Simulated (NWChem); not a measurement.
System: BHSF₂; SMILES FB(F)S

NWChem input:

```
start job
memory heap 200 mb stack 900 mb global 1100 mb
geometry units angstroms
  B      0.009338    -0.473922     0.000000
  F      1.138358    -1.162611     0.000000
  F     -1.140551    -1.130903     0.000000
  S      0.087569     1.339934     0.000000
  H     -1.247301     1.533527     0.000000
end
basis spherical
  B library 6-31g*
  F library 6-31g*
  S library 6-31g*
  H library 6-31g*
end
dft
  xc hfexch
  iterations 150
end
driver
  maxiter 120
end
task dft optimize
task dft freq
```

The level has its own optimisation; frequencies are unscaled.

**Question.** What results follow from this input? (Hartree-Fock/6-31G* (spherical d).) Quantities: r B–F (Å); r B–S (Å); r H–S (Å); highest harmonic frequency (cm⁻¹); lowest (cm⁻¹); zero-point energy (kcal/mol); dipole (D).

**Answer.** 
| Property | Value |
|---|---|
| r B–F (Å) | 1.307 |
| r B–S (Å) | 1.811 |
| r H–S (Å) | 1.326 |
| highest harmonic frequency (cm⁻¹) | 2924 |
| lowest (cm⁻¹) | 313 |
| zero-point energy (kcal/mol) | 13.1 |
| dipole (D) | 1.16 |
